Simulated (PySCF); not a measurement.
**Ta⁵⁷⁺: ionisation energy**

Ta⁵⁷⁺ [Ne] 3s2 3p4 (3P) → Ta⁵⁸⁺ [Ne] 3s2 3p3 (4S), as a difference of total energies. Calculation: PySCF 2.14, in an uncontracted even-tempered set (17 s from 14 bohr⁻², ratio 2.5; 12 p from 18 bohr⁻², ratio 2.5; 4 d from 76 bohr⁻², ratio 2.7; 4 f from 110 bohr⁻², ratio 2.7); scalar relativity by spin-free X2C-1e. Correlated levels: outer shells: 1s2 frozen; virtual orbitals above 40 to 60 times the deepest correlated orbital energy dropped. The calculations carry no spin-orbit coupling.

```csv
method,ionisation energy (eV)
UHF,5874.4
MP2 (outer shells),5875.7
SCS-MP2 (outer shells),5875.7
CCSD (outer shells),5875.7
CCSD(T) (outer shells),5875.7
```

Spin-orbit coupling is strong in these open shells (close to jj coupling). The scalar numbers leave it out and a first-order estimate fails, so it can dominate the gap to the real levels.

The ground level that NIST lists for one species does not belong to the high-spin term computed here, so part of any gap is the choice of state.

Breit and QED terms and the two-electron picture change are absent.

For comparison: 5785 ± 6 eV (theoretical estimate listed by NIST; NIST Atomic Spectra Database, ionization energies).
